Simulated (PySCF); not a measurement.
CH₇AlP₂. Atoms are numbered in the order given.

```xyz
11

Al     0.3406    -0.1512    -0.1385
C      2.1275    -0.6705    -0.7698
H      2.0792    -1.6405    -1.2985
H      2.8500    -0.7870     0.0554
H      2.5382     0.0619    -1.4862
P     -0.2644    -0.4257     2.1065
H      0.2471    -1.7542     2.2107
H     -1.6100    -0.8237     1.8523
P     -1.0805     1.1045    -1.5124
H     -2.2800     0.4272    -1.1431
H     -0.8449     0.3221    -2.6828
```

Geometry optimised at TPSSh-D3(BJ)/def2-SVP. The structure was generated by enumeration; whether it is a known compound was not checked. The values are those of a single conformer.

Method: IEF-PCM-M06-2X/def2-SVP (PySCF).

The values are the electrostatic part of the solvation free energy, E(continuum) − E(gas) at the gas-phase geometry, in a cavity of scaled van der Waals radii (PySCF's table); cavitation and dispersion terms are not included. A continuum can't describe solvent molecules that bind to the metal. In vacuum the orbital gap is 7.05 eV. The dipole moment in vacuum is 1.98 D.

| solvent | ε | ΔG(elec) (kcal/mol) | dipole (D) | gap (eV) |
|---|---|---|---|---|
| water | 78.36 | -5.0 | 2.86 | 7.44 |
| ethanol | 24.85 | -4.7 | 2.80 | 7.42 |
| acetone | 20.49 | -4.6 | 2.79 | 7.42 |
